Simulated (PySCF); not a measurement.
Sn(NH2)2.
Geometry (PBE0-D3(BJ)/def2-SVP, Å), atoms numbered from 1 in this order:
```xyz
7
H4N2Sn angstrom
Sn     0.014    0.595   -1.276
N      1.502   -0.036   -0.039
H      2.485    0.048   -0.274
H      1.381   -0.476    0.868
N     -1.476    0.016   -0.017
H     -2.458    0.160   -0.227
H     -1.357   -0.409    0.897
```

Computed with PBE0-D3(BJ)/def2-SVP geometry optimisation, gas phase, def2 core potentials past Kr (PySCF 2.14.0).

Q: Which atoms are bound to Sn1, and at what distances?

A: 2 atoms: N2 2.035 Å, N5 2.035 Å. The nearest atom not counted as bound is H6, at 2.72 Å (others tie with it).

Q: What is the shape at Sn1?

A: Bent: angle 94.1°.

Q: What are the other bond lengths?

A: N2–H3 and 3 like bonds 1.015 Å.

Q: What are the rotational constants (commonest isotopes, rigid rotor)?

A: A = 9334, B = 6463, C = 3819 MHz: an asymmetric top.

Point group: C2v (tolerance 0.08 Å). Charge 0, singlet. No frequency check.

One conformer stands for the species.
